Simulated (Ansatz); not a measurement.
Coupled-cluster diagnostics for GaCl2(OH) (GaCl2OH), Ansatz.

Geometry of the singlet (PBE0-D4/def2-SVP):

Cartesian coordinates in Å:
```
Ga -0.045 0.395 0.015
Cl 0.238 2.102 1.238
Cl -0.872 0.597 -1.939
O 0.419 -1.184 0.650
H 0.260 -1.911 0.037
```

Correlated methods freeze 20 core orbitals; core or outer-core shells of Ga are correlated, in sets that lack core-valence functions.

Task: Estimate the CCSD(T) correlation energy, the shares of MP2 and (T), T1 and the reference's ⟨S²⟩ for: charge 0, singlet, own geometry in def2-TZVPP; and the rough time on 4 threads of Arm Neoverse V1 on a shared host.

Result: 
| state | basis | correlation (eV) | MP2 share (%) | (T) share (%) | T1 | ⟨S²⟩ (pure) | wall time |
| --- | --- | --- | --- | --- | --- | --- | --- |
| charge 0, singlet, own geometry | def2-TZVPP | -24.279 | 93.3 | 4.0 | 0.012 | 0.00 (0.00) | 35 s |
Customary marks for T1 are 0.02 (closed shells), 0.045 (open shells) and about 0.05 (3d metals). T1 stays under 0.02 throughout.
